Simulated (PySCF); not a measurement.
**Question.** What does the PBE/def2-SV(P) structure of `C#CC1=CC=CS1(=O)=O` look like in three dimensions?

**Answer.** 
```
atom  x, y, z in Å
C1     2.8505    0.3201   -1.4082
C2     1.7765    0.3586   -0.8127
C3     0.5431    0.3298   -0.1527
C4    -0.1368    1.2598    0.5778
C5    -1.4277    0.8042    1.1120
C6    -1.7652   -0.4699    0.8063
S7    -0.4772   -1.2272   -0.1992
O8     0.2041   -2.3013    0.5537
O9    -0.9669   -1.4692   -1.5729
H10    3.7996    0.2989   -1.9294
H11    0.2454    2.2761    0.7589
H12   -2.0618    1.4710    1.7182
H13   -2.6573   -1.0533    1.0751
```

Any rigid rotation of these coordinates is as good. Atoms count from 1 in this order. The 5 C–C bonds span 1.229 Å (C1≡C2, drawn triple) to 1.469 Å (C4–C5, drawn single), a spread of 0.240 Å. The 5-membered ring C3–C4–C5–C6–S7 has internal angles of 91.5° to 115.4°; it is planar, 0.00 Å rms from its mean plane, widest ring torsion 0°. The 2 C–S bonds span 1.801 Å (C6–S7, drawn single) to 1.862 Å (C3–S7, drawn single), a spread of 0.061 Å. S7 (sulfonyl sulfur) has angles from 91.5° to 120.5°.

Bonds between heavy atoms (Å): C1≡C2 1.229, C2–C3 1.399, C3=C4 1.364, C4–C5 1.469, C5=C6 1.353, C6–S7 1.801, S7=O8 1.478, S7=O9 1.478, C3–S7 1.862.

Level of theory: PBE/def2-SV(P) geometry optimisation, gas phase in PySCF 2.14.0.

Point group: Cs (tolerance 0.08 Å). No PBE/def2-SV(P) frequencies stand behind this structure, so it isn't proved a minimum.
